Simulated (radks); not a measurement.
Task: These are the eigenvalues of the occupied orbitals of an atom or ion with whole-number occupations (hartree). Method: scalar-relativistic Kohn-Sham, Wu-Cohen GGA, spin-unpolarised, spherical densities, finite nucleus; Fermi nuclear charge, rms radius of each element as measured or else 0.836 A^(1/3) + 0.57 fm; computed with a radial shooting solver on a logarithmic mesh with Libxc functionals.

1s: -692.2164
2s: -97.82086
2p: -87.49430
3s: -17.27210
3p: -13.89566
3d: -8.36895
4s: -3.26796
4p: -2.37475
4d: -1.12324

Which element is it, and in what charge state? The configuration may be excited.

Result: Z = 41, niobium, charge +3: Nb3+ in [Kr] 4d2. The list shows which subshells hold electrons but not how many an open one holds; the 1s level, -692.22 hartree, gives Z - s = 37.2 by -(Z - s)^2/2, which with screening and relativity narrows Z to a few neighbours, and the depths of the outer levels then fix element, charge and occupations together.
